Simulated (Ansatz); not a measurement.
Question: Name a neutral molecule of B, C, N, O and H with ideal-gas entropy at 298 K and 1 bar (rigid rotor, harmonic PBE0-D4/def2-TZVP) between 291 and 307 J/(mol·K) and size of the dipole moment (PBE/def2-TZVPP) between 0.95 and 1.25 D (Ansatz, PBE0-D4/def2-TZVP geometry).

Answer: `BOCN` (296 J/(mol·K), 1.07 D); `N=COBN` (305 J/(mol·K), 1.22 D). Other molecules can fit too; these were computed, each in one conformer that needn't be the lowest.
